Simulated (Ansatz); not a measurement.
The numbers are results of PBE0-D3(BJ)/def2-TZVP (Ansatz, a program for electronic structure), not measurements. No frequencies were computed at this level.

Ansatz 0.2 input:
```yaml
crystal:
  periodic: [false, false, false]
  atoms:
    - { symbol: C, position_ang: [1.450811, 0.545494, 0.211692] }
    - { symbol: C, position_ang: [0.201226, -0.070403, -0.419427] }
    - { symbol: Si, position_ang: [-1.221502, 1.195055, -0.480883] }
    - { symbol: Si, position_ang: [-0.272757, -1.693024, 0.459071] }
    - { symbol: H, position_ang: [1.759357, 1.443819, -0.322732] }
    - { symbol: H, position_ang: [1.263626, 0.821287, 1.248024] }
    - { symbol: H, position_ang: [2.284871, -0.155899, 0.197911] }
    - { symbol: H, position_ang: [0.447256, -0.327012, -1.456208] }
    - { symbol: H, position_ang: [-2.367867, 0.618252, -1.184673] }
    - { symbol: H, position_ang: [-0.773287, 2.396837, -1.192981] }
    - { symbol: H, position_ang: [-1.611086, 1.571842, 0.879774] }
    - { symbol: H, position_ang: [-0.628816, -1.418272, 1.852939] }
    - { symbol: H, position_ang: [0.871685, -2.610637, 0.436746] }
    - { symbol: H, position_ang: [-1.403517, -2.317339, -0.229251] }
basis:
  gaussian: { orbitals: def2-tzvp }
hamiltonian:
  xc: pbe0
  dispersion: d3bj
relax:
  max_steps: 150
```

Output:

```
Functional definition: PBE0
1336 factors; their error is unknown
mean field evaluation 1: about -17976.4794 eV, gradient 5.6e1 eV
mean field evaluation 2: about -17969.2299 eV, gradient 7.4e1 eV
mean field evaluation 4: about -17983.8809 eV, gradient 3.1e0 eV
mean field evaluation 8: about -17983.9614 eV, gradient 5.3e-2 eV
mean field -17983.96139248 eV, -660.8983912067 hartree, gradient 2.8e-5 eV, S^2 0.000000; 0 other end points of the search recorded, 0 dependent functions left out
reference -17983.96143143 eV, -660.8983926383 hartree; 25, 25 occupied and 171, 171 virtual orbitals, 1336 factors
relax step   1: F+E_penalty+E_count = -17984.25479666 eV  Δ(F+E_penalty+E_count) = +0.000e0 eV  max|allowed force component| = 8.425e-1 eV/Å  Δτ_max = 0.0000 Å  (26 SCF iters, accepted)
these checks for a lower state are left out or cut short: starts, cluster_reference, orbital_swaps, neighbouring_geometries, increment
1336 factors; their error is unknown
mean field evaluation 16: about -17983.9422 eV, gradient 2.2e0 eV
mean field -17984.01119225 eV, -660.9002213145 hartree, gradient 2.3e-5 eV, S^2 0.000000; 0 other end points of the search recorded, 0 dependent functions left out
reference -17984.01123119 eV, -660.9002227456 hartree; 25, 25 occupied and 171, 171 virtual orbitals, 1336 factors
relax step   2: F+E_penalty+E_count = -17984.30479916 eV  Δ(F+E_penalty+E_count) = -5.000e-2 eV  max|allowed force component| = 3.114e-1 eV/Å  Δτ_max = 0.0292 Å  (29 SCF iters, accepted)
these checks for a lower state are left out or cut short: starts, cluster_reference, orbital_swaps, neighbouring_geometries, increment
1336 factors; their error is unknown
mean field -17984.01680317 eV, -660.9004275122 hartree, gradient 2.2e-5 eV, S^2 0.000000; 0 other end points of the search recorded, 0 dependent functions left out
reference -17984.01684210 eV, -660.9004289427 hartree; 25, 25 occupied and 171, 171 virtual orbitals, 1336 factors
relax step   3: F+E_penalty+E_count = -17984.31122752 eV  Δ(F+E_penalty+E_count) = -6.428e-3 eV  max|allowed force component| = 2.839e-2 eV/Å  Δτ_max = 0.0170 Å  (30 SCF iters, accepted)
these checks for a lower state are left out or cut short: starts, cluster_reference, orbital_swaps, neighbouring_geometries, increment
1336 factors; their error is unknown
mean field evaluation 32: about -17984.0167 eV, gradient 3.4e-1 eV
mean field -17984.01690693 eV, -660.9004313253 hartree, gradient 2.2e-5 eV, S^2 0.000000; 0 other end points of the search recorded, 0 dependent functions left out
reference -17984.01694585 eV, -660.9004327554 hartree; 25, 25 occupied and 171, 171 virtual orbitals, 1336 factors
relax step   4: F+E_penalty+E_count = -17984.31148468 eV  Δ(F+E_penalty+E_count) = -2.572e-4 eV  max|allowed force component| = 8.710e-3 eV/Å  Δτ_max = 0.0048 Å  (31 SCF iters, accepted)
1336 factors; their error is unknown
mean field -17984.01690693 eV, -660.9004313253 hartree, gradient 7.5e-5 eV, S^2 0.000000; 1 other end points of the search recorded, 0 dependent functions left out
reference -17984.01694585 eV, -660.9004327553 hartree; 25, 25 occupied and 171, 171 virtual orbitals, 1336 factors
Total energy: -17984.31152360 eV, -660.9112582880 hartree
Atom 0 at     1.462662     0.550758     0.215904 Å, force     0.003229     0.001947     0.002724 eV/Å
Atom 1 at     0.213232    -0.068298    -0.425076 Å, force     0.001687    -0.001976    -0.007773 eV/Å
Atom 2 at    -1.204072     1.159761    -0.482001 Å, force    -0.000782     0.008710    -0.002444 eV/Å
Atom 3 at    -0.277332    -1.661331     0.436151 Å, force     0.004502    -0.007375     0.002790 eV/Å
Atom 4 at     1.780264     1.455886    -0.309541 Å, force    -0.002623    -0.002132     0.000597 eV/Å
Atom 5 at     1.276305     0.828464     1.257277 Å, force     0.001395     0.001032     0.001763 eV/Å
Atom 6 at     2.306267    -0.145324     0.211589 Å, force    -0.003416     0.000281    -0.000188 eV/Å
Atom 7 at     0.425085    -0.338262    -1.468397 Å, force     0.001723     0.000714     0.000454 eV/Å
Atom 8 at    -2.384953     0.583275    -1.179508 Å, force     0.002901    -0.000661     0.004005 eV/Å
Atom 9 at    -0.779100     2.394196    -1.199340 Å, force    -0.005051    -0.000379     0.000306 eV/Å
Atom 10 at    -1.604080     1.540854     0.900434 Å, force     0.000454    -0.003096    -0.002123 eV/Å
Atom 11 at    -0.643468    -1.383332     1.852141 Å, force    -0.000929     0.001112    -0.003492 eV/Å
Atom 12 at     0.866596    -2.615483     0.431104 Å, force    -0.004412    -0.002324     0.000939 eV/Å
Atom 13 at    -1.437406    -2.301164    -0.240734 Å, force     0.001322     0.004146     0.002440 eV/Å
Dipole moment:     0.179684     0.032211    -0.082392 e Å
```

Cost: very roughly 30 core-seconds.
